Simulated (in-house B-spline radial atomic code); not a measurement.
A fraction x of an electron is removed from 4p in Se⁺, starting from [Ar] 3d10 4s2 4p3 and keeping the highest spin. Computed with a B-spline radial code for spherical atoms: scalar-relativistic (X2C) CAM-B3LYP, spin-polarised, spherical fractional occupations, Fermi nucleus of rms radius 4.14 fm.

Caution: exact exchange at fractional occupations of open shells leaves self-interaction of up to several eV.

```json
{"x": "0", "E(x) - E(0) (eV)": "0.0000", "4p up level (eV)": "-19.076"}
{"x": "0.02", "E(x) - E(0) (eV)": "0.3831", "4p up level (eV)": "-19.235"}
{"x": "0.24", "E(x) - E(0) (eV)": "4.8080", "4p up level (eV)": "-20.998"}
{"x": "0.34", "E(x) - E(0) (eV)": "6.9484", "4p up level (eV)": "-21.811"}
{"x": "0.47", "E(x) - E(0) (eV)": "9.8530", "4p up level (eV)": "-22.878"}
{"x": "0.5", "E(x) - E(0) (eV)": "10.5431", "4p up level (eV)": "-23.126"}
{"x": "0.58", "E(x) - E(0) (eV)": "12.4197", "4p up level (eV)": "-23.790"}
{"x": "0.73", "E(x) - E(0) (eV)": "16.0823", "4p up level (eV)": "-25.047"}
{"x": "0.83", "E(x) - E(0) (eV)": "18.6292", "4p up level (eV)": "-25.893"}
{"x": "1", "E(x) - E(0) (eV)": "23.1542", "4p up level (eV)": "-27.345"}
```

The exact functional would give a straight line between the two integer points. Deviations E(x) - E(0) - x[E(1) - E(0)], in eV: -0.08 at x = 0.02, -0.749 at x = 0.24, -0.924 at x = 0.34, -1.029 at x = 0.47, -1.034 at x = 0.5, -1.01 at x = 0.58, -0.82 at x = 0.73, -0.589 at x = 0.83.

The curve lies below the straight line by up to 1.034 eV (at x = 0.5): convex, the delocalisation error, to which spherically averaged exact exchange adds.

How well does Slater's transition state (minus the level at half occupation) give the ionisation energy?

It gives 23.126 eV against 23.154 eV from the two total energies; NIST lists 21.20 eV, ground level to ground level. The end point has an open shell averaged over its orbitals, so its exact exchange keeps a self-interaction and this is no true integer point.
